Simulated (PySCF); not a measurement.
TiF4, SMILES [F][Ti]([F])([F])[F], multiplicity 1.

The structure is a stationary point at B3LYP-D3(BJ)/def2-SVP. The spin state was assumed, not searched. The isomer is the one that the SMILES or the coordinates give; other isomers of the formula were not compared.

Level of theory: PySCF with r2SCAN/def2-TZVP.

Symmetry labels are those of the subgroup D2 that the program uses (full group Td).

Computed valence orbital energies around the gap with their symmetry:
```
orbital  symmetry  energy (eV)
-------  --------  -----------
HOMO−7          A       -12.25
HOMO−6          A       -11.96
HOMO−5         B1       -11.39
HOMO−4         B2       -11.39
HOMO−3         B3       -11.39
HOMO−2         B1       -10.98
HOMO−1         B2       -10.98
HOMO           B3       -10.98
LUMO            A        -3.99
LUMO+1          A        -3.99
LUMO+2         B1        -2.65
LUMO+3         B3        -2.65
```
